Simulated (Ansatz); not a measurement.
```yaml
crystal:
  periodic: [false, false, false]
  atoms:
    - {symbol: Ga, position_ang: [0.031408, 2.584361, 0.936900]}
    - {symbol: Ga, position_ang: [0.532620, -0.173102, -2.759602]}
    - {symbol: Ga, position_ang: [0.818803, -0.625686, 2.189899]}
    - {symbol: Ga, position_ang: [-1.089068, 0.076545, -0.038886]}
    - {symbol: As, position_ang: [-1.264295, -1.693645, -1.632766]}
    - {symbol: As, position_ang: [-1.344623, 0.827246, 2.191832]}
    - {symbol: As, position_ang: [1.389157, 0.749624, -0.503248]}
    - {symbol: As, position_ang: [0.925998, -1.745343, -0.384139]}
basis:
  gaussian: {orbitals: def2-TZVPD}
magnetization: {spin_polarized: true, initial_magnetization: 2}
hamiltonian: {xc: pbe0, dispersion: d4}
scf: {omitted_lower_state_checks: [starts]}
output: {orbitals: {seedname: orbitals}}
```

```sh
$ ansatz run in.yaml --threads 6 --pin off --events-out ev --progress --plain --max-ram 7833MiB
```

**Question.** Does this run fit into the memory that it is given?

**Answer.** No. It has 432 basis functions, and Ansatz plans for 10 GiB where 8 GiB are given.
